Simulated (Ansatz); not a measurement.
Relaxation of ClGaH3O2 (7 atoms, charge 0, multiplicity 2), to a largest force component of 0.03 eV/Å in at most 50 steps.

All numbers below come from Ansatz, UKS BHLYP/def2-mTZVP.

```xyz
7
Properties=species:S:1:pos:R:3:forces:R:3
Ga -0.025 -0.365 -0.308 -0.01 0.02 -0.07
H 0.057 -0.133 2.452 -0.05 0.17 1.03
O 1.416 -0.305 -1.354 0.14 -0.09 0.14
H 2.245 -0.461 -0.905 0.00 0.06 -0.12
O -1.561 -0.306 -1.208 -0.04 -0.01 0.14
H -2.343 -0.324 -0.660 -0.09 0.01 -0.09
Cl 0.002 0.095 3.766 0.05 -0.18 -1.04
```

Problem. Where does it end, and by what steps?

Solution. The run converged. The force dipped under the threshold on the way, but the program's further checks kept it going. After 7 steps the energy has fallen by 0.033 eV; H2 moved furthest, 0.13 Å.

```csv
step,energy less start (eV),largest force component (eV/Å),accepted
0,0.0000,1.036,yes
1,0.0660,1.532,no
2,-0.0247,0.324,yes
3,-0.0215,0.488,no
4,-0.0301,0.078,yes
5,-0.0325,0.016,yes
6,-0.0330,0.057,yes
7,-0.0331,0.018,yes
```

```xyz
7
Properties=species:S:1:pos:R:3
Ga -0.021 -0.306 -0.342
H 0.036 -0.071 2.566
O 1.419 -0.419 -1.388
H 2.272 -0.395 -0.961
O -1.566 -0.353 -1.231
H -2.368 -0.296 -0.716
Cl 0.017 0.041 3.854
```

Whether the end is a true minimum wasn't checked by a vibrational analysis.

Run time: 26 s on 4 threads of Arm Neoverse V2 (shared host), peak memory 0.36 GiB.
